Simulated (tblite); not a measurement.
Compound: C₅H₁₁ClOSi₂.
Atom-mapped SMILES: `[OH:1][CH2:2][CH2:3][C:4]1=[C:5]([CH2:6][Cl:7])[SiH2:8][SiH2:9]1` (hydrogens: H10 on O1; H11, H12 on C2; H13, H14 on C3; H15, H16 on C6; H17, H18 on Si8; H19, H20 on Si9)

Cartesian coordinates in Å at the GFN2-xTB level; atoms count from 1:
```xyz
20
C5H11ClOSi2 angstrom
O      2.3027    1.2174    0.1500
C      2.2774   -0.0531   -0.4413
C      1.0098   -0.3018   -1.2768
C     -0.1566   -0.5288   -0.3749
C     -1.0531    0.3744    0.0718
C     -1.0968    1.8239   -0.2382
Cl    -0.5760    2.7454    1.2263
Si    -2.2017   -0.5911    1.2526
Si    -0.6548   -2.1617    0.4844
H      1.4905    1.3503    0.6573
H      2.3633   -0.8418    0.3225
H      3.1606   -0.0937   -1.0840
H      0.8589    0.5556   -1.9378
H      1.1725   -1.1887   -1.8924
H     -0.4227    2.1269   -1.0403
H     -2.1120    2.1597   -0.4516
H     -2.1912   -0.0833    2.6272
H     -3.5998   -0.5732    0.8024
H     -0.9786   -3.2177   -0.4828
H      0.4029   -2.7080    1.3443
```

Method: GFN2-xTB as coded in tblite; computed harmonic values from a numerical Hessian at the method's own geometry, unscaled. The method is semi-empirical: single wavenumbers can be off by several per cent or more. Modes of hydrogen on silicon can be 10 to 20 % off. One conformer, not necessarily the lowest.

Harmonic wavenumbers (cm⁻¹): 39.6, 46.3, 72.7, 96.6, 120.6, 168.8, 253.1, 300.2, 317.6, 343.2, 377.2, 393.9, 403.6, 422.3, 432.0, 477.4, 524.2, 536.5, 579.5, 599.3, 661.1, 678.0, 720.5, 804.2, 810.6, 884.8, 920.8, 939.5, 1037.0, 1066.4, 1101.1, 1132.9, 1155.1, 1181.1, 1207.2, 1213.0, 1294.9, 1310.8, 1345.9, 1429.3, 1473.5, 1478.1, 1608.0, 2173.8, 2193.4, 2201.3, 2222.0, 2856.8, 2959.9, 2965.0, 2969.6, 2970.4, 2977.5, 3483.9.

A = 1046, B = 885.6, C = 546.1 MHz; mass 178.004 u (most abundant isotopes); point group C1, symmetry number 1.

Question: Zero-point energy?

Answer: Half the sum of the wavenumbers: 30966 cm⁻¹ = 370.43 kJ/mol.

Question: Give the ideal-gas entropy at 400 K and 1 bar in the rigid-rotor, harmonic-oscillator model (classical rotation).

Answer: Translation 179.59, rotation 132.66, vibration 217.80: S = 530.1 J/(mol K).

Question: And Cp and H(400 K) − H(0)?

Answer: Cp = 242.74 J/(mol K), of which vibrations give 209.48 (their classical limit is 54 R = 449.0); H(400 K) − H(0) = 57.66 kJ/mol without the zero-point energy, 44.35 from vibrations.

Question: What must be added to the electronic energy to get the Gibbs energy at 400 K and 1 bar?

Answer: ZPE + [H(400 K) − H(0)] − T·S = 370.43 + 57.66 − 212.02 = 216.07 kJ/mol.

Question: Which modes carry the vibrational entropy at 400 K?

Answer: 39.6 cm⁻¹: 24.53; 46.3 cm⁻¹: 23.23; 72.7 cm⁻¹: 19.49; 96.6 cm⁻¹: 17.15; 120.6 cm⁻¹: 15.32; 168.8 cm⁻¹: 12.59 J/(mol K); the other 48 give 105.50 together.

Question: Blend soft modes into free rotors: weight 1/[1 + (100 cm⁻¹/ν̃)⁴] for the oscillator and the rest for a rotor with moment μB/(μ + B), μ = h/(8π²ν), B = 10⁻⁴⁴ kg m². What vibrational entropy results?

Answer: 196.90 J/(mol K) in place of 217.80, which changes −T·S at 400 K by +8.36 kJ/mol.

Question: How do the functions run with temperature in this model?

Answer: 
| T (K) | S (J/(mol K)) | Cp (J/(mol K)) | H − H(0) (kJ/mol) | G − H(0) (kJ/mol) | ln q(vib) |
| --- | --- | --- | --- | --- | --- |
| 100 | 316.6 | 89.8 | 6.18 | -25.48 | 2.64 |
| 200 | 396.6 | 147.7 | 18.06 | -61.26 | 6.06 |
| 300 | 466.6 | 199.3 | 35.48 | -104.49 | 9.48 |
| 500 | 588.2 | 278.1 | 83.76 | -210.32 | 16.14 |
| 800 | 736.0 | 349.9 | 178.97 | -409.83 | 25.29 |
| 1000 | 817.5 | 380.3 | 252.15 | -565.37 | 30.78 |

q(vib) and H(0) count from the zero-point level.

Hindered rotation and anharmonicity are outside this model. Other conformers, if any are populated, would add a mixing term that is left out. The structure is chiral; the term R ln 2 for an equal mix with its mirror image is left out.
